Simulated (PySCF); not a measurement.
**Correlation energy of C(2+) (carbon, charge +2)**

[He] 2s2, closed-shell 1S. All numbers are calculated (PySCF 2.14, the non-relativistic Hamiltonian (point nucleus), in cc-pVTZ (4s3p2d1f, 30 functions)). Frozen: 1s2; 2 electrons correlated.

Total MP2 correlation energy: -43.00 mhartree.

Same-spin part 0.00 and opposite-spin part -43.00 mhartree; SCS-MP2 scales them by 1/3 and 6/5 to -51.60 mhartree.

With two correlated electrons CCSD is exact within the correlated space (frozen core and kept virtual orbitals).

```json
{"level": "CCSD", "correlation energy (mhartree)": "-72.89"}
```

Diagnostics: T1 = 0.0085, D1 = 0.0120, largest double amplitude 0.156.

A double-excitation amplitude exceeds 0.15, a sign of near-degeneracy.

Cost of the coupled-cluster step: 0.08 s of wall time on 1 thread of Neoverse-V1 (shared host), for 2 correlated electrons.

Iterations:

```
CC2 = 0
CCSD nocc = 1, nmo = 29
frozen orbitals [0]
max_cycle = 100
direct = 0
conv_tol = 1e-08
conv_tol_normt = 1e-06
diis_space = 8
diis_start_cycle = 0
Init t2, MP2 energy = -36.4503842131156  E_corr(MP2) -0.0430012005567468
Init E_corr(CCSD) = -0.0430012005567552
cycle = 1  E_corr(CCSD) = -0.057734818325534  dE = -0.0147336178  norm(t1,t2) = 0.0647942
cycle = 2  E_corr(CCSD) = -0.0649890308894198  dE = -0.00725421256  norm(t1,t2) = 0.0342637
cycle = 3  E_corr(CCSD) = -0.0730145732451105  dE = -0.00802554236  norm(t1,t2) = 0.0181771
cycle = 4  E_corr(CCSD) = -0.0728497722877766  dE = 0.000164800957  norm(t1,t2) = 0.000304331
cycle = 5  E_corr(CCSD) = -0.0729151951783406  dE = -6.54228906e-05  norm(t1,t2) = 0.000103183
cycle = 6  E_corr(CCSD) = -0.0728946403984861  dE = 2.05547799e-05  norm(t1,t2) = 5.31032e-05
cycle = 7  E_corr(CCSD) = -0.0728914169100264  dE = 3.22348846e-06  norm(t1,t2) = 7.14526e-06
cycle = 8  E_corr(CCSD) = -0.0728914823080573  dE = -6.53980308e-08  norm(t1,t2) = 1.34235e-07
cycle = 9  E_corr(CCSD) = -0.0728914751199278  dE = 7.18812943e-09  norm(t1,t2) = 3.30344e-08
CCSD converged
E(CCSD) = -36.48027448767875  E_corr = -0.07289147511992783
```
